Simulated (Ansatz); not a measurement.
Ansatz (a program for electronic structure) input for W(OH)3 (H3O3W), SMILES [OH][W]([OH])[OH] (connectivity only; charge and spin as stated), neutral, multiplicity 4, PBE-D3(BJ)/def2-SVP. 

Ansatz 0.2 input:
```yaml
crystal:
  periodic: [false, false, false]
  atoms:
    - {symbol: W, position_ang: [0.00383492, 0.00159731, -0.00000000]}
    - {symbol: O, position_ang: [0.09217153, 0.95287649, 1.66611462]}
    - {symbol: H, position_ang: [-0.70286332, 1.21578418, 2.15511181]}
    - {symbol: O, position_ang: [0.09217153, 0.95287650, -1.66611462]}
    - {symbol: H, position_ang: [-0.70286332, 1.21578420, -2.15511180]}
    - {symbol: O, position_ang: [-0.12723672, -1.91511366, -0.00000001]}
    - {symbol: H, position_ang: [0.66509176, -2.47488373, -0.00000001]}
basis:
  gaussian:
    orbitals: def2-SVP
hamiltonian:
  xc: pbe
  dispersion: d3bj
magnetization: {spin_polarized: true, initial_magnetization: 3}
relax: {f_tol: 0.002, max_steps: 200}
```

Log of the run:

```
WARN ansatz: RAYON_NUM_THREADS=1 ignored (pool sized by the plan → 1); use --threads N
Functional definition: PBE
integrals: 0.03 GiB planned
910 factors; their error is unknown
mean field: 0.27 GiB planned
mean field evaluation 1: about -7992.4635 eV, gradient 6.4e1 eV
mean field evaluation 2: about -7836.6225 eV, gradient 1.9e2 eV
mean field evaluation 4: about -8006.4333 eV, gradient 1.1e1 eV
mean field evaluation 8: about -8007.0848 eV, gradient 9.8e-2 eV
mean field evaluation 16: about -8007.0418 eV, gradient 4.3e-4 eV
mean field -8007.04184842 eV, -294.2533605617 hartree, gradient 3.6e-6 eV, S^2 3.757118; 0 other end points of the search recorded, 0 dependent functions left out
the calculation of the forces begins
reference -8007.04191037 eV, -294.2533628383 hartree; 22, 19 occupied and 67, 70 virtual orbitals, 910 factors
relax step   1: F+E_penalty+E_count = -8007.14854370 eV  Δ(F+E_penalty+E_count) = +0.000e0 eV  max|allowed force component| = 4.280e-1 eV/Å  Δτ_max = 0.0000 Å  (33 SCF iters, accepted)
these checks for a lower state are left out or cut short: starts, cluster_reference, orbital_swaps, neighbouring_geometries, increment
integrals: 0.03 GiB planned
910 factors; their error is unknown
mean field: 0.27 GiB planned
mean field -8007.04932776 eV, -294.2536354224 hartree, gradient 1.4e-5 eV, S^2 3.757209; 0 other end points of the search recorded, 0 dependent functions left out
the calculation of the forces begins
reference -8007.04938977 eV, -294.2536377009 hartree; 22, 19 occupied and 67, 70 virtual orbitals, 910 factors
relax step   2: F+E_penalty+E_count = -8007.15603530 eV  Δ(F+E_penalty+E_count) = -7.492e-3 eV  max|allowed force component| = 1.486e-1 eV/Å  Δτ_max = 0.0074 Å  (34 SCF iters, accepted)
these checks for a lower state are left out or cut short: starts, cluster_reference, orbital_swaps, neighbouring_geometries, increment
integrals: 0.03 GiB planned
910 factors; their error is unknown
mean field: 0.27 GiB planned
mean field evaluation 32: about -8007.0512 eV, gradient 6.9e-5 eV
mean field -8007.05115998 eV, -294.2537027551 hartree, gradient 1.5e-5 eV, S^2 3.757271; 0 other end points of the search recorded, 0 dependent functions left out
the calculation of the forces begins
reference -8007.05122202 eV, -294.2537050350 hartree; 22, 19 occupied and 67, 70 virtual orbitals, 910 factors
relax step   3: F+E_penalty+E_count = -8007.15795985 eV  Δ(F+E_penalty+E_count) = -1.925e-3 eV  max|allowed force component| = 4.460e-2 eV/Å  Δτ_max = 0.0199 Å  (33 SCF iters, accepted)
these checks for a lower state are left out or cut short: starts, cluster_reference, orbital_swaps, neighbouring_geometries, increment
integrals: 0.03 GiB planned
910 factors; their error is unknown
mean field: 0.27 GiB planned
mean field -8007.05129662 eV, -294.2537077766 hartree, gradient 1.4e-5 eV, S^2 3.757310; 0 other end points of the search recorded, 0 dependent functions left out
the calculation of the forces begins
reference -8007.05135875 eV, -294.2537100598 hartree; 22, 19 occupied and 67, 70 virtual orbitals, 910 factors
relax step   4: F+E_penalty+E_count = -8007.15814185 eV  Δ(F+E_penalty+E_count) = -1.820e-4 eV  max|allowed force component| = 2.636e-2 eV/Å  Δτ_max = 0.0124 Å  (33 SCF iters, accepted)
these checks for a lower state are left out or cut short: starts, cluster_reference, orbital_swaps, neighbouring_geometries, increment
integrals: 0.03 GiB planned
910 factors; their error is unknown
mean field: 0.27 GiB planned
mean field -8007.05139414 eV, -294.2537113601 hartree, gradient 1.4e-5 eV, S^2 3.757312; 0 other end points of the search recorded, 0 dependent functions left out
the calculation of the forces begins
reference -8007.05145625 eV, -294.2537136428 hartree; 22, 19 occupied and 67, 70 virtual orbitals, 910 factors
relax step   5: F+E_penalty+E_count = -8007.15824667 eV  Δ(F+E_penalty+E_count) = -1.048e-4 eV  max|allowed force component| = 8.577e-3 eV/Å  Δτ_max = 0.0082 Å  (33 SCF iters, accepted)
these checks for a lower state are left out or cut short: starts, cluster_reference, orbital_swaps, neighbouring_geometries, increment
integrals: 0.03 GiB planned
910 factors; their error is unknown
mean field: 0.27 GiB planned
mean field -8007.05139469 eV, -294.2537113805 hartree, gradient 2.4e-5 eV, S^2 3.757308; 0 other end points of the search recorded, 0 dependent functions left out
the calculation of the forces begins
reference -8007.05145681 eV, -294.2537136632 hartree; 22, 19 occupied and 67, 70 virtual orbitals, 910 factors
relax step   6: F+E_penalty+E_count = -8007.15824942 eV  Δ(F+E_penalty+E_count) = -2.752e-6 eV  max|allowed force component| = 5.428e-4 eV/Å  Δτ_max = 0.0002 Å  (23 SCF iters, accepted)
integrals: 0.03 GiB planned
910 factors; their error is unknown
mean field: 0.27 GiB planned
mean field evaluation 64: about -8007.0816 eV, gradient 1.7e0 eV
mean field -8007.05139469 eV, -294.2537113805 hartree, gradient 2.4e-5 eV, S^2 3.757308; 1 other end points of the search recorded, 0 dependent functions left out
the calculation of the forces begins
reference -8007.05145681 eV, -294.2537136632 hartree; 22, 19 occupied and 67, 70 virtual orbitals, 910 factors
Total energy: -8007.15831153 eV, -294.2576405020 hartree
Atom 0 at     0.004945     0.000011     0.000000 Å, force     0.000166     0.000366     0.000000 eV/Å
Atom 1 at     0.107376     0.952257     1.667771 Å, force    -0.000153     0.000289     0.000543 eV/Å
Atom 2 at    -0.713644     1.210465     2.135233 Å, force     0.000135    -0.000105    -0.000113 eV/Å
Atom 3 at     0.107376     0.952257    -1.667771 Å, force    -0.000153     0.000289    -0.000543 eV/Å
Atom 4 at    -0.713644     1.210465    -2.135233 Å, force     0.000135    -0.000105     0.000113 eV/Å
Atom 5 at    -0.144642    -1.917890    -0.000000 Å, force    -0.000381    -0.000520    -0.000000 eV/Å
Atom 6 at     0.672539    -2.458644    -0.000000 Å, force     0.000251    -0.000214    -0.000000 eV/Å
Dipole moment:    -0.249411    -0.005504     0.000000 e Å
```

The run converged.
